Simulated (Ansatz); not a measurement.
Basis-set series for `O[SiH2][AlH][F]`. The species carries charge 0 and has multiplicity 1. Geometry: relaxed with PBE0-D4/def2-TZVP. It is one conformer, not always the lowest.

```csv
functional,basis,functions,energy (Eh),HOMO (eV),LUMO (eV)
PBE0-D4,def2-SVP,84,-708.76594,-7.46,-1.68
PBE0-D4,def2-QZVPP,374,-709.21263,-7.55,-1.82
ωB97M-V,def2-SVP,84,-709.08090,-9.44,0.05
ωB97M-V,def2-QZVPP,374,-709.53124,-9.57,-0.26
```

**Question.** Give the rows for def2-TZVPP. (Best estimate.)

**Answer.** Ansatz gave: 
| functional | basis | functions | energy (Eh) | HOMO (eV) | LUMO (eV) |
| --- | --- | --- | --- | --- | --- |
| PBE0-D4 | def2-TZVPP | 202 | -709.18432 | -7.53 | -1.78 |
| ωB97M-V | def2-TZVPP | 202 | -709.50430 | -9.54 | -0.13 |
